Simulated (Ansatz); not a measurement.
`CC(C)(C)OC(C)(C)C`, 27 atoms. Total charge 0; spin multiplicity 1. Hardware: A = 5 threads of an AMD EPYC 7R13 on a shared host; B = 5 threads of an AMD EPYC 7R13 on a shared host and a share of an NVIDIA H100 80 GB. Correlated methods freeze the cores.

Problem. Give the basis size and wall time and peak host memory of each of these runs in Ansatz. RHF-CCSD(T)/def2-SVP energy [B]; RHF-CCSD(T)/def2-TZVPP energy [B]; RKS ωB97M-V/def2-SVP energy [A]; RKS BLYP-D4/def2-TZVPP energy [B]; RKS BHLYP-D4/def2-TZVPP energy [B]; RKS r2SCANh-D4/def2-TZVPP energy [B]; RHF-MP2/def2-QZVPP energy [B]; RKS PBE0-D4/def2-QZVPP energy [B]; RKS PBE0-D4/def2-TZVP relaxation (5 steps) [B]; RKS PBE0-D4/def2-SVP energy [A]; RKS HSE06 (plane-wave form)-D4/def2-TZVPP energy [B]; direct RPA on PBE orbitals/def2-TZVPP energy [B]. (Estimate.)

Solution. Computed: Other jobs shared the machine, so times are rough.

```json
{"level": "RKS PBE0-D4/def2-SVP", "job": "energy [A]", "functions": "216", "wall time": "3.8 s", "peak host memory (GiB)": "1.5"}
{"level": "direct RPA on PBE orbitals/def2-TZVPP", "job": "energy [B]", "functions": "531", "wall time": "10 s", "peak host memory (GiB)": "3.2"}
{"level": "RKS PBE0-D4/def2-QZVPP", "job": "energy [B]", "functions": "1053", "wall time": "11 s", "peak host memory (GiB)": "1.6"}
{"level": "RKS BHLYP-D4/def2-TZVPP", "job": "energy [B]", "functions": "531", "wall time": "11 s", "peak host memory (GiB)": "1.5"}
{"level": "RKS ωB97M-V/def2-SVP", "job": "energy [A]", "functions": "216", "wall time": "11 s", "peak host memory (GiB)": "1.5"}
{"level": "RHF-CCSD(T)/def2-SVP", "job": "energy [B]", "functions": "216", "wall time": "13 s", "peak host memory (GiB)": "1.5"}
{"level": "RHF-MP2/def2-QZVPP", "job": "energy [B]", "functions": "1053", "wall time": "14 s", "peak host memory (GiB)": "1.9"}
{"level": "RKS HSE06 (plane-wave form)-D4/def2-TZVPP", "job": "energy [B]", "functions": "531", "wall time": "16 s", "peak host memory (GiB)": "1.5"}
{"level": "RKS BLYP-D4/def2-TZVPP", "job": "energy [B]", "functions": "531", "wall time": "17 s", "peak host memory (GiB)": "1.1"}
{"level": "RKS r2SCANh-D4/def2-TZVPP", "job": "energy [B]", "functions": "531", "wall time": "19 s", "peak host memory (GiB)": "1.5"}
{"level": "RKS PBE0-D4/def2-TZVP", "job": "relaxation (5 steps) [B]", "functions": "387", "wall time": "39 s", "peak host memory (GiB)": "1"}
{"level": "RHF-CCSD(T)/def2-TZVPP", "job": "energy [B]", "functions": "531", "wall time": "2 min", "peak host memory (GiB)": "3"}
```
